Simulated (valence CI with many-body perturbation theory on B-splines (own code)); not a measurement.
# Hg⁷²⁺: electric-dipole lines

Level of theory: configuration interaction combined with many-body perturbation theory (CI+MBPT): six valence electrons over a frozen Dirac-Fock core [He], radial functions for each j: 9 s, 9 p, 8 d, 6 f, 3 g, 1 h, with the one-electron correlation potential Σ1, the two-electron term Σ2, the three-electron term Σ3, Breit, model QED; selected CI, second order for the rest, scaled by the run's own slope (own B-spline code, finite nucleus).

No measured spectrum was set against this ion. As an estimate, large intervals hold to a few tenths of a per cent, small ones and those within an open d or f shell to about a per cent. Among the levels kept, up to 1900 cm⁻¹ of a level comes from second order outside the variational space, and about a tenth of that is noise between levels of different J, which matters for small intervals.

Lines 151 to 197 of 197 in falling wavelength, among levels below 103360 × 10³ cm⁻¹, chosen from the strongest by gf and those to the six lowest levels. Wavelengths and rates use the calculated energies. Electric multipoles are in the length gauge with retardation, E1 and E2 with the static RPA response of the core. Weak lines are less certain than strong ones. Lines between different terms over intervals too small for the method are left out, as are lines whose strength nearly cancels. The highest levels of a list are the least certain.

Levels are named by their leading jj configuration (3d3/2^4 stands for four electrons in 3d with j = 3/2), which in mixed levels can hold well under half, so a name can repeat and another be missing. Letters in brackets count levels of one name in rising energy.

| λ vac (nm) | Upper | Lower | A (s⁻¹) | S (a.u.) |
| --- | --- | --- | --- | --- |
| 0.1228 | (2s^2 2p1/2 2p3/2^2 3s) J=1 [a] | (2s^2 2p1/2 2p3/2^3) J=2 | 5.79e+13 | 1.59e-04 |
| 0.1227 | (2s^2 2p1/2 2p3/2^2 3s) J=2 [a] | (2s^2 2p1/2 2p3/2^3) J=1 | 4.58e+13 | 2.09e-04 |
| 0.1227 | (2s^2 2p1/2 2p3/2^2 3s) J=3 | (2s^2 2p1/2 2p3/2^3) J=2 | 5.75e+13 | 3.67e-04 |
| 0.1226 | (2s 2p1/2^2 2p3/2^2 3s) J=0 | (2s 2p1/2^2 2p3/2^3) J=1 | 1.65e+14 | 1.50e-04 |
| 0.1226 | (2s^2 2p1/2 2p3/2^2 3s) J=1 [a] | (2s^2 2p1/2 2p3/2^3) J=1 | 2.88e+14 | 7.84e-04 |
| 0.1225 | (2s^2 2p1/2 2p3/2^2 3s) J=2 [b] | (2s^2 2p1/2 2p3/2^3) J=2 | 3.04e+14 | 1.38e-03 |
| 0.1225 | (2s^2 2p1/2^2 2p3/2 3s) J=2 | (2s^2 2p1/2^2 2p3/2^2) J=2 | 1.69e+14 | 7.67e-04 |
| 0.1224 | (2s^2 2p1/2^2 2p3/2 3s) J=1 | (2s^2 2p1/2^2 2p3/2^2) J=2 | 2.80e+14 | 7.61e-04 |
| 0.1223 | (2s^2 2p1/2 2p3/2^2 3s) J=2 [b] | (2s^2 2p1/2 2p3/2^3) J=1 | 4.20e+13 | 1.89e-04 |
| 0.1220 | (2s 2p1/2^2 2p3/2^2 3s) J=1 [a] | (2s 2p1/2^2 2p3/2^3) J=2 | 1.38e+14 | 3.71e-04 |
| 0.1219 | (2s 2p1/2^2 2p3/2^2 3s) J=1 [b] | (2s 2p1/2^2 2p3/2^3) J=2 | 7.11e+13 | 1.91e-04 |
| 0.1219 | (2s^2 2p1/2 2p3/2^2 3s) J=1 [b] | (2s^2 2p1/2 2p3/2^3) J=2 | 1.43e+14 | 3.83e-04 |
| 0.1218 | (2s 2p1/2^2 2p3/2^2 3s) J=2 [b] | (2s 2p1/2^2 2p3/2^3) J=2 | 9.32e+12 | 4.16e-05 |
| 0.1217 | (2s^2 2p1/2 2p3/2^2 3s) J=0 | (2s^2 2p1/2 2p3/2^3) J=1 | 1.74e+14 | 1.55e-04 |
| 0.1216 | (2s^2 2p1/2 2p3/2^2 3s) J=1 [b] | (2s^2 2p1/2 2p3/2^3) J=1 | 2.85e+13 | 7.59e-05 |
| 0.1167 | (2s 2p1/2^2 2p3/2^2 3p1/2) J=2 [a] | (2s^2 2p1/2 2p3/2^3) J=2 | 1.39e+11 | 5.44e-07 |
| 0.1167 | (2s 2p1/2^2 2p3/2^2 3p1/2) J=3 | (2s^2 2p1/2 2p3/2^3) J=2 | 4.47e+10 | 2.45e-07 |
| 0.1165 | (2s 2p1/2^2 2p3/2^2 3p1/2) J=2 [a] | (2s^2 2p1/2 2p3/2^3) J=1 | 3.91e+11 | 1.52e-06 |
| 0.1154 | (2s 2p1/2^2 2p3/2^2 3p1/2) J=1 [a] | (2s^2 2p1/2 2p3/2^3) J=2 | 1.12e+11 | 2.55e-07 |
| 0.1154 | (2s 2p1/2^2 2p3/2^2 3p1/2) J=1 [b] | (2s^2 2p1/2 2p3/2^3) J=2 | 2.82e+11 | 6.41e-07 |
| 0.1154 | (2s 2p1/2^2 2p3/2^2 3p1/2) J=2 [b] | (2s^2 2p1/2 2p3/2^3) J=2 | 5.57e+11 | 2.11e-06 |
| 0.1152 | (2s 2p1/2^2 2p3/2^2 3p1/2) J=1 [a] | (2s^2 2p1/2 2p3/2^3) J=1 | 6.29e+09 | 1.42e-08 |
| 0.1152 | (2s 2p1/2^2 2p3/2^2 3p1/2) J=1 [b] | (2s^2 2p1/2 2p3/2^3) J=1 | 1.20e+11 | 2.71e-07 |
| 0.1152 | (2s 2p1/2^2 2p3/2^2 3p1/2) J=0 | (2s^2 2p1/2 2p3/2^3) J=1 | 1.36e+12 | 1.03e-06 |
| 0.1152 | (2s 2p1/2^2 2p3/2^2 3p1/2) J=2 [b] | (2s^2 2p1/2 2p3/2^3) J=1 | 6.70e+10 | 2.53e-07 |
| 0.1136 | (2s^2 2p1/2^2 2p3/2 3d3/2) J=1 | (2s^2 2p1/2^2 2p3/2^2) J=0 | 1.92e+14 | 4.18e-04 |
| 0.1130 | (2s^2 2p1/2^2 2p3/2 3d3/2) J=2 | (2s^2 2p1/2^2 2p3/2^2) J=2 | 2.04e+14 | 7.26e-04 |
| 0.1130 | (2s^2 2p1/2^2 2p3/2 3d3/2) J=3 | (2s^2 2p1/2^2 2p3/2^2) J=2 | 5.49e+13 | 2.73e-04 |
| 0.1129 | (2s^2 2p1/2^2 2p3/2 3d3/2) J=1 | (2s^2 2p1/2^2 2p3/2^2) J=2 | 3.73e+14 | 7.94e-04 |
| 0.1118 | (2s^2 2p1/2^2 2p3/2 3d5/2) J=1 | (2s^2 2p1/2^2 2p3/2^2) J=0 | 1.97e+15 | 4.07e-03 |
| 0.1115 | (2s^2 2p1/2^2 2p3/2 3d5/2) J=2 | (2s^2 2p1/2^2 2p3/2^2) J=2 | 1.43e+15 | 4.87e-03 |
| 0.1113 | (2s^2 2p1/2^2 2p3/2 3d5/2) J=3 | (2s^2 2p1/2^2 2p3/2^2) J=2 | 3.20e+15 | 1.52e-02 |
| 0.1111 | (2s^2 2p1/2^2 2p3/2 3d5/2) J=1 | (2s^2 2p1/2^2 2p3/2^2) J=2 | 1.78e+14 | 3.62e-04 |
| 0.1028 | (2s^2 2p1/2 2p3/2^2 3s) J=1 [a] | (2s^2 2p1/2^2 2p3/2^2) J=0 | 2.11e+11 | 3.40e-07 |
| 0.1023 | (2s^2 2p1/2 2p3/2^2 3s) J=2 [a] | (2s^2 2p1/2^2 2p3/2^2) J=2 | 3.34e+13 | 8.83e-05 |
| 0.1022 | (2s^2 2p1/2 2p3/2^2 3s) J=1 [a] | (2s^2 2p1/2^2 2p3/2^2) J=2 | 6.98e+13 | 1.10e-04 |
| 0.1022 | (2s^2 2p1/2 2p3/2^2 3s) J=1 [b] | (2s^2 2p1/2^2 2p3/2^2) J=0 | 6.61e+13 | 1.04e-04 |
| 0.1021 | (2s^2 2p1/2 2p3/2^2 3s) J=3 | (2s^2 2p1/2^2 2p3/2^2) J=2 | 6.31e+13 | 2.32e-04 |
| 0.1020 | (2s^2 2p1/2 2p3/2^2 3s) J=2 [b] | (2s^2 2p1/2^2 2p3/2^2) J=2 | 3.38e+13 | 8.85e-05 |
| 0.1016 | (2s^2 2p1/2 2p3/2^2 3s) J=1 [b] | (2s^2 2p1/2^2 2p3/2^2) J=2 | 2.49e+11 | 3.86e-07 |
| 0.09794 | (2s 2p1/2^2 2p3/2^2 3p1/2) J=2 [a] | (2s^2 2p1/2^2 2p3/2^2) J=2 | 2.84e+14 | 6.59e-04 |
| 0.09794 | (2s 2p1/2^2 2p3/2^2 3p1/2) J=3 | (2s^2 2p1/2^2 2p3/2^2) J=2 | 7.05e+14 | 2.29e-03 |
| 0.09756 | (2s 2p1/2^2 2p3/2^2 3p1/2) J=1 [a] | (2s^2 2p1/2^2 2p3/2^2) J=0 | 7.19e+14 | 9.88e-04 |
| 0.09756 | (2s 2p1/2^2 2p3/2^2 3p1/2) J=1 [b] | (2s^2 2p1/2^2 2p3/2^2) J=0 | 4.07e+11 | 5.60e-07 |
| 0.09704 | (2s 2p1/2^2 2p3/2^2 3p1/2) J=1 [a] | (2s^2 2p1/2^2 2p3/2^2) J=2 | 3.79e+10 | 5.13e-08 |
| 0.09703 | (2s 2p1/2^2 2p3/2^2 3p1/2) J=1 [b] | (2s^2 2p1/2^2 2p3/2^2) J=2 | 7.53e+14 | 1.02e-03 |
| 0.09702 | (2s 2p1/2^2 2p3/2^2 3p1/2) J=2 [b] | (2s^2 2p1/2^2 2p3/2^2) J=2 | 4.52e+14 | 1.02e-03 |
